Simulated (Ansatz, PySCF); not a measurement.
Gas-phase reaction (SMILES): CB(C)C [trimethylborane] + N (NH3) -> CB(C)N + C (CH4); ammonia cleaves one B-C bond, a model of a ligand-exchange step.

Each molecule is optimised on its own at B3LYP-D3(BJ)/def2-TZVP (Ansatz, an electronic-structure program), one conformer each, not searched for the lowest. Valence correlation only, unless marked. No spin-orbit coupling. No relativistic terms. CBS marks a two-point X^-3 extrapolation of the correlation energy; Hartree-Fock from the larger set. The bracket is a focal-point correction in the basis named. Thermal terms are rigid-rotor harmonic-oscillator values from B3LYP-D3(BJ) frequencies (Ansatz or PySCF) at 298.15 K and 1 atm. 1 Eh = 627.5095 kcal/mol.

```csv
species,"E, RI-MP2/CBS(aug-cc-pVTZ,aug-cc-pVQZ)+[CCSD(T)-MP2]/aug-cc-pVTZ (Ansatz) (Eh)","E, PBE/def2-TZVPD (Ansatz) (Eh)",H - E (Eh)
CB(C)C,-144.39059,-144.42813,0.12045
N (NH3),-56.50756,-56.51037,0.03799
CB(C)N,-160.48757,-160.52546,0.11171
C (CH4),-40.46129,-40.46301,0.04840
```

**Question.** Work out ΔE and ΔH at 298.15 K at the first level, then ΔH at the second.

**Answer.** 
1. ΔE = [(-160.48757) + (-40.46129)] - [(-144.39059) + (-56.50756)] = -0.05071 Eh = -31.8 kcal/mol at RI-MP2/CBS(aug-cc-pVTZ,aug-cc-pVQZ)+[CCSD(T)-MP2]/aug-cc-pVTZ.
2. The terms H - E add up to 0.00167 Eh, so ΔH = (-0.05071 + (0.00167))×627.5095 = -30.8 kcal/mol.
3. At PBE/def2-TZVPD the same steps give ΔE = -31.4 and ΔH = -30.3 kcal/mol, a shift of +0.5 from the first level.
4. These values are not checked against measurement here, since the tables used lack a sound gas-phase enthalpy of formation for at least one species.
